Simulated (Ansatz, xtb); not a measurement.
## Ligand exchange: GeH4 + C3H9NSi → SiH3(GeH3) + C3H7N

Species: GeH4 (germane) `[GeH4]`, singlet; C3H9NSi `C=CN(C)[SiH3]`, singlet; SiH3(GeH3), singlet; C3H7N (N-methylethenamine) `C=CNC`, singlet. The partners trade H for SiH3: Ge–H and N–SiH3 bonds give way to Ge–SiH3 and N–H.

Shapes, held fixed at every level: PBE0-D4/def2-TZVP. Flexible molecules stand in one conformer, not always the lowest. Programs: Ansatz 0.2.0, xtb 6.7.1. The zero-point and thermal change to 298 K, harmonic and unscaled (PBE0-D4/def2-TZVP), is +6.8 kJ/mol.

| level | kind | ΔH(298 K) (kJ/mol) | less CCSD(T)/def2-TZVPP |
| --- | --- | --- | --- |
| GFN0-xTB | semi-empirical | +130.0 | +83.4 |
| SPW92/def2-TZVPP | LDA | +35.9 | -10.7 |
| BHLYP-D4/def2-TZVPP | global hybrid | +47.3 | +0.7 |
| PBE0-D4/def2-TZVPP | global hybrid | +32.4 | -14.2 |
| wB97M-V/def2-TZVPP | range-separated hybrid | +45.3 | -1.3 |
| wB97X-V/def2-TZVPP | range-separated hybrid | +42.6 | -4.0 |
| MP2/def2-TZVPP | perturbation theory | +54.7 | +8.1 |
| CCSD/def2-TZVPP | coupled cluster or CI | +45.7 | -0.9 |
| CCSD(T)/def2-TZVPP | coupled cluster or CI | +46.6 | 0.0 |

The highest level, CCSD(T)/def2-TZVPP, gives ΔH(298 K) = +46.6 kJ/mol; the levels span +32.4 to +130.0. GFN0-xTB strays far from the other rows. The column of differences is taken from that level and isn't an error. No measured value is set beside it here. Relativity is left out for Ge. Outer-core shells of Ge are correlated, in sets that cover them unevenly.
